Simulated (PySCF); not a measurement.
2,2-dichloroethyl(fluoro)silane (C₂H₅Cl₂FSi), SMILES [SiH2](F)CC(Cl)Cl. Atoms are numbered in the order given.

```xyz
11

F     -2.8968    -1.5275    -0.1524
Si    -1.9309    -0.2223     0.0161
C     -0.1573    -0.8658     0.0723
C      0.8359     0.1675    -0.4131
Cl     2.5164    -0.3821    -0.2351
Cl     0.5871     1.7033     0.4720
H     -2.3258     0.4655     1.2677
H     -2.1213     0.6426    -1.1783
H     -0.0768    -1.7683    -0.5560
H      0.0993    -1.1582     1.1032
H      0.6969     0.4074    -1.4743
```

Coordinates come from a ωB97X-D3(BJ)/def2-SVP optimisation. The values are those of a single conformer.

Calculation: PBE0/def2-TZVP in PySCF.

Gas-phase values at a fixed geometry.

| Quantity | Result |
|---|---|
| total energy | -1388.51841 hartree |
| highest occupied level | -8.81 eV |
| lowest empty level | -0.50 eV |
| orbital gap | 8.31 eV |
| dipole moment | 0.53 D |
| quadrupole, principal values (traceless, Buckingham form, about the centre of nuclear charge) | -10.68, 3.79, 6.88 D·Å |
| mean static polarisability | 72.2 bohr³ (10.71 Å³) |
| polarisability, principal values | 58.2, 71.3, 87.2 bohr³ |
